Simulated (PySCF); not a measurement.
Simulated C 1s region for `[Cl][Ga]([Cl])[c]1ccccc1` (GaCl2Ph), binding energy against the vacuum level.

Every computed line was given a Gaussian of 0.6 eV full width at half maximum and an area set by the number of equivalent atoms; the highest printed point is 100. Method used: PySCF, delta-SCF UKS SCAN, pcX-2 on the ionised atom, pcseg-1 elsewhere, spin-free X2C.

| binding energy (eV) | intensity |
| --- | --- |
| 289.6 | 0 |
| 289.7 | 0 |
| 289.8 | 1 |
| 289.9 | 4 |
| 290.0 | 8 |
| 290.1 | 17 |
| 290.2 | 30 |
| 290.3 | 49 |
| 290.4 | 70 |
| 290.5 | 89 |
| 290.6 | 100 |
| 290.7 | 98 |
| 290.8 | 83 |
| 290.9 | 61 |
| 291.0 | 39 |
| 291.1 | 21 |
| 291.2 | 10 |
| 291.3 | 4 |
| 291.4 | 1 |
| 291.5 | 0 |

Question: How many maxima does the curve show, and how many computed lines lie under it?

Answer: The curve has 1 maximum (at 290.6 eV). Under it lie 4 lines from 4 inequivalent carbon sites. At this width some lines have no maximum of their own.

Question: Decompose the envelope and assign each component. Bonds: Ga1–Cl2, Ga1–Cl3, Ga1–C4, C4–C5, C4–C9, C5–C6, C6–C7, C7–C8, C8–C9. Hydrogens: H10 on C5; H11 on C6; H12 on C7; H13 on C8; H14 on C9.

Answer: 
```json
{"position (eV)": "290.41", "relative area": "1", "line": "C 1s", "atoms": "C4", "environment": "carbon bonded to 2 C and Ga"}
{"position (eV)": "290.65", "relative area": "2", "line": "C 1s", "atoms": "C6/C8", "environment": "carbon bonded to 2 C and H"}
{"position (eV)": "290.67", "relative area": "2", "line": "C 1s", "atoms": "C5/C9", "environment": "carbon bonded to 2 C and H"}
{"position (eV)": "290.69", "relative area": "1", "line": "C 1s", "atoms": "C7", "environment": "carbon bonded to 2 C and H"}
```

Question: What are the centre and the root-mean-square width of the whole band?

Answer: The area-weighted mean of the lines is 290.62 eV. Their own spread about it is 0.10 eV (rms) and each Gaussian has σ = 0.6/2.355 = 0.25 eV; the variances add, which gives 0.27 eV.

The listed C 1s values span 0.28 eV, from C4 (bonded to 2 C and Ga) to C7 (bonded to 2 C and H). The widest gap between neighbouring values is 0.24 eV, between 290.41 and 290.65 eV. The values 290.65, 290.67 and 290.69 eV lie too close for their order to be trusted.

Shake-up satellites, vibrational structure and lifetime widths aren't simulated. Atoms equivalent by their bonding share one computed value, that of the first of them. Isolated species at its PBE0-D3(BJ)/def2-SVP geometry (one conformer only).
